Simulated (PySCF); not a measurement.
**How methods differ on the excitation energy of Pb**

Pb [Xe] 4f14 5d10 6s2 6p2 (3P) → Pb [Xe] 4f14 5d10 6s1 6p2 7s1 (5P), as a difference of total energies. Computed with PySCF 2.14 in aug-cc-pVTZ-PP with ECP60MDF, with scalar relativity through the core potential. Correlated levels: valence: 5s2 5p6 5d10 frozen. The calculations carry no spin-orbit coupling.

| method | excitation energy (eV) |
| --- | --- |
| UHF | 9.643 |
| LDA | 12.035 |
| PBE | 11.663 |
| PBE0 | 11.391 |
| r2SCAN | 11.509 |
| wB97X | 11.969 |
| B97-3 | 11.653 |
| M06-2X | 11.153 |
| BLYP | 11.932 |
| MP2 (valence) | 10.311 |
| SCS-MP2 (valence) | 10.568 |

Problem. How much does correlation contribute at MP2 (valence)?

Solution. 10.311 − (9.643) = 0.668 eV, measured against UHF.

Spin-orbit coupling is strong in these open shells (close to jj coupling). The scalar numbers leave it out and a first-order estimate fails, so it can dominate the gap to the real levels.

The upper state lies above the first ionisation limit. A Rydberg-like electron needs more diffuse functions than a valence basis has.

The promoted electron is Rydberg-like, and one or two diffuse shells describe it only roughly, which tends to raise the upper state.
